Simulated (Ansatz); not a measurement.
Z-matrix (Å, degrees):
```
C
S 1 1.802
F 1 1.373 2 112.7
H 1 1.092 2 106.5 3 118.9
H 1 1.092 2 110.6 3 -121.1
Si 2 2.139 1 99.5 3 71.8
H 6 1.483 2 112.5 1 -73.8
H 6 1.487 2 108.8 1 47.4
H 6 1.483 2 105.6 1 166.5
```

Total charge 0; spin multiplicity 1.

(1) List the PBE/def2-TZVPP orbital energies in eV (the Gaussian-basis code of Ansatz). (An estimate is asked.)

Results:

(1) Ansatz gave: Occupied: -2395.90, -1780.16, -660.09, -271.95, -208.87, -155.02, -154.91, -154.79, -137.89, -94.66, -94.60, -94.59, -30.30, -19.56, -16.21, -13.42, -12.62, -12.38, -11.19, -9.06, -8.88, -8.76, -8.21, -7.61, -6.31. Lowest empty: -0.90, -0.53, 0.16, 0.41, 0.62, 1.46, 1.75, 1.99.
